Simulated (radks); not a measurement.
Results of a calculation; reference values are marked as such.
All-electron atom: Tl V in [Kr] 4d10 4f14 5p6 5d9 6p2 (not the ground configuration).

Level of theory: scalar-relativistic Kohn-Sham, SCAN, spin-polarised, spherical densities, finite nucleus; open shells are filled with parallel spins first (spin-orbit coupling, left out, can overturn this in heavy ions); meta-GGA in the generalised Kohn-Sham scheme; Fermi nuclear charge, rms radius 5.4759 fm (a radial shooting solver on a logarithmic mesh with Libxc functionals).

Energy parts (hartree):
part                       energy
total                 -20228.7558
kinetic                22770.2971
electron-nucleus      -50251.3481
Hartree                 7629.1954
exchange-correlation    -376.9002

Orbitals (lengths in bohr, moments of r in powers of bohr; <r^-3> diverges for s and p1/2):
orbital	occ.	eigenvalue (hartree)	<r^-3>
1s up	1	-3151.447	-
1s down	1	-3151.444	-
2s up	1	-564.3229	-
2s down	1	-564.3189	-
2p up	3	-485.7009	28160
2p down	3	-485.6961	28160
3s up	1	-137.1282	-
3s down	1	-137.1256	-
3p up	3	-114.3720	6508
3p down	3	-114.3687	6507
3d up	5	-90.71696	794.3
3d down	5	-90.71208	794.2
4s up	1	-32.82358	-
4s down	1	-32.81601	-
4p up	3	-25.32793	1587
4p down	3	-25.32086	1586
4d up	5	-16.49769	171.4
4d down	5	-16.48877	171.5
4f up	7	-6.75981	34.39
4f down	7	-6.74757	34.44
5p up	3	-5.13440	304.7
5p down	3	-5.10207	305.3
5d up	5	-2.68655	23.52
5d down	4	-2.63353	24.10
6p up	2	-1.50174	54.57

The highest occupied level is 6p up at -40.864 eV. Summed over all electrons, <r^2> = 41.51 bohr^2, which gives a Langevin (diamagnetic) susceptibility term of -32.9 x 10^-6 cm^3/mol. The spin density at the nucleus is 4.894 e/bohr^3 (1s -0.749, 2s -0.015, 3s 1.323, 4s 4.334).

Empty levels of this run are not shown, since the potential may be unsettled where no density lies.
